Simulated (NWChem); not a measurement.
# H₄PO₄ cation; SMILES OP(O)(O)=[OH+]

Computed with NWChem. Pople sets run with spherical d functions. Each level has its own optimisation; frequencies are unscaled. One conformer.

| level | r O–P (Å) | r H–O (Å) | highest harmonic frequency (cm⁻¹) | lowest (cm⁻¹) | zero-point energy (kcal/mol) |
|---|---|---|---|---|---|
| Hartree-Fock/6-31G* | 1.537 | 0.958 | 3988 | 269 | 40.0 |
| Hartree-Fock/3-21G | 1.582 | 0.972 | 3866 | 251 | 38.2 |
| B3LYP/6-31G* | 1.565 | 0.978 | 3694 | 244 | 37.2 |
